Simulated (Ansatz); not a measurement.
`[OH][SnH2][O][SiH3]` + H–F → `[OH][SnH2][F]` + `O[SiH3]` at 298.15 K and 1 bar (ligand exchange at the Sn–O bond).

Isolated molecules relaxed with PBE0-D4/def2-TZVP in Ansatz; ΔE leaves out vibrations. CCSD(T)/CBS adds triple-zeta CCSD(T) − MP2 to the extrapolated MP2 energy (def2 sets, frozen cores). This one scheme is used for every species. def2 core potentials past Kr. For Sn outer-core shells are correlated without core-valence functions, which leaves a few kJ/mol of doubt a bond. Each species was taken in one conformer, which may not be the lowest.

| species | CCSD(T)/CBS energy (Eh) | H − E (kJ/mol) | S (J/(mol·K)) |
| --- | --- | --- | --- |
| `[OH][SnH2][O][SiH3]` | -657.12333 | 170.8 | 386.1 |
| H–F | -100.39570 | 33.5 | 173.6 |
| `[OH][SnH2][F]` | -390.83308 | 91.4 | 308.4 |
| `O[SiH3]` | -366.69042 | 113.6 | 257.8 |

H − E and S are ideal-gas, rigid-rotor, harmonic terms from PBE0-D4/def2-TZVP, for one conformer and one mirror image of each species. 1 Eh = 2625.50 kJ/mol, R = 8.31446 J/(mol·K).

By hand: ΔE, ΔH, ΔS and ΔG.

ΔE = (-390.83308) + (-366.69042) − (-657.12333) − (-100.39570) = -0.00447 Eh = -11.7 kJ/mol. Δ(H − E) = 91.4 + 113.6 − 170.8 − 33.5 = 0.7, so ΔH = -11.0 kJ/mol. ΔS = 308.4 + 257.8 − 386.1 − 173.6 = 6.5 J/(mol·K). ΔG = -11.0 − 298.15 × (6.5)/1000 = -12.9 kJ/mol.

By hand: the equilibrium constant, and the temperature at which ΔG would vanish if ΔH and ΔS stayed fixed.

log₁₀ K = −ΔG/(RT ln 10) = 2.3. ΔH and −TΔS have one sign here, so there is no such temperature.

The number of gas molecules stays the same, so ΔS is small and ΔH decides. A doubt of 5 kJ/mol in ΔE shifts log₁₀ K by 0.9 here. Other conformers and mirror images would add mixing entropy, several J/(mol·K) or more a flexible species. Modes under 60 cm⁻¹, often nearly free rotors, make the harmonic entropy too high. These are equilibria of isolated gas molecules and say nothing of rates. Largest T1 diagnostic: 0.014 (customary marks: 0.02 for closed shells, 0.045 for open ones).

ΔS is within the doubt of such terms, so its sign, and with it that verdict, could turn.
